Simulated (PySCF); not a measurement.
What the low excited states add to the polarisability

Compound: C₅H₇NOS.
Atom-mapped SMILES: `[CH3:1][CH2:2][S:3][c:4]1[cH:5][o:6][cH:7][n:8]1` (hydrogens: H9, H10, H11 on C1; H12, H13 on C2; H14 on C5; H15 on C7)

Structure used (GFN2-xTB), in Å, numbered top down from 1:
```
atom  x, y, z in Å
C1    -1.905    0.509   -1.238
C2    -1.809   -0.137    0.129
S3    -0.651   -1.552    0.139
C4     0.864   -0.697    0.123
C5     2.128   -1.214    0.063
O6     2.996   -0.175    0.093
C7     2.228    0.910    0.166
N8     0.959    0.668    0.188
H9    -0.946    0.939   -1.515
H10   -2.648    1.304   -1.215
H11   -2.197   -0.222   -1.989
H12   -1.452    0.566    0.878
H13   -2.763   -0.562    0.439
H14    2.509   -2.210    0.007
H15    2.682    1.880    0.202
```

Method used: TDDFT wB97X-D/def2-SVPD, vertical, gas phase, core orbitals frozen in the response in PySCF.

Excitation energies and transition dipoles (atomic units, axes of the coordinates) of those of the lowest 8 singlets that add 0.02 au or more to the mean polarisability:

| state | ΔE (hartree) | μx | μy | μz |
| --- | --- | --- | --- | --- |
| S1 | 0.1958 | 0.383 | -0.439 | -0.010 |
| S2 | 0.1971 | -0.202 | 0.193 | 0.043 |
| S3 | 0.2294 | -0.124 | -0.105 | 0.303 |
| S4 | 0.2351 | 1.111 | 0.398 | 0.058 |
| S5 | 0.2381 | 0.016 | 0.026 | 0.086 |
| S6 | 0.2457 | -0.054 | -0.060 | -0.122 |
| S7 | 0.2653 | -0.485 | -0.789 | -0.063 |
| S8 | 0.2688 | 0.262 | -0.300 | 0.255 |

Task: What does each state add to αxx, αyy and αzz, and how do the sums compare with the full static tensor?

Result: Each state adds 2 μα² / ΔE.

```tsv
state	αxx (au)	αyy (au)	αzz (au)
S1	1.50	1.97	0.00
S2	0.41	0.38	0.02
S3	0.13	0.10	0.80
S4	10.51	1.35	0.03
S5	0.00	0.01	0.06
S6	0.02	0.03	0.12
S7	1.78	4.69	0.03
S8	0.51	0.67	0.49
all 8 states	14.9	9.2	1.5
full response	107.8	88.4	63.9
share (%)	14	10	2
```

The rest comes from the higher roots of the same response equations.

Task: Give the full tensor and its principal values.

Result: In au, rows and columns x, y, z:
```
x   107.8   0.4   3.2
y     0.4  88.4  -1.9
z     3.2  -1.9  63.9
```
Principal values 63.5, 88.6 and 108.1 au; mean 86.7 au (12.85 Å³).

Task: By how much does the contribution of these states grow at 532 nm?

Result: With ω = 0.0856 hartree each state's term in the mean polarisability goes from f / ΔE² to f / (ΔE² − ω²), f = (2/3) ΔE |μ|²; the sum over all 8 states goes from 8.54 to 9.86 au, a rise of 1.32 au.

The run took 81 s of wall time on Arm Neoverse N1, one thread, on a shared host, and the process peaked at 0.95 GiB of memory.

One conformer stands for the species.
